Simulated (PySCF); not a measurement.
**Computed beside measured shifts: MePh2Si(SeBu) (C17H22SeSi)**

System: MePh2Si(SeBu) (C17H22SeSi), SMILES CCCC[Se][Si](C)(c1ccccc1)c1ccccc1.

Atom-mapped SMILES (hydrogens are numbered by the atom that bears them): [CH3:1][CH2:2][CH2:3][CH2:4][Se:5][Si:6]([CH3:7])([c:8]1[cH:9][cH:10][cH:11][cH:12][cH:13]1)[c:14]1[cH:15][cH:16][cH:17][cH:18][cH:19]1

Method: GIAO PBE0/pcSseg-1, IEF-PCM chloroform, PySCF SCF with an in-house response code, fitting set def2-universal-JFIT up to Ne and JKFIT beyond, grid level 2, non-relativistic, geometry: PBE0-D3(BJ)/def2-SVP.

One optimised conformer. Values are averaged over the atoms that symmetry or fast rotation interchanges, on this one geometry and without vibrational averaging. Shifts are the reference shielding less the shielding here, at the same level (13C, 1H, 29Si against isolated TMS; 77Se against isolated Me2Se); nuclei without a reference have shieldings only.

Spin-orbit coupling is left out, which matters for the heavier atoms here.

(1) What shifts does this level give for Si6, Se5, and how do they compare with measurement?

Results:

(1) 
| atom | nucleus | computed / ppm | measured / ppm | computed less measured | measured against | medium of the measurement |
| --- | --- | --- | --- | --- | --- | --- |
| Si6 | 29Si | 15.2 | 2.2 | 13.0 | TMS | solution |
| Se5 | 77Se | -155.6 | -134 | -21.6 | Me2Se | solution |

Measured values: U. Herzog, Habilitationsschrift, TU Bergakademie Freiberg, 2002/2003.
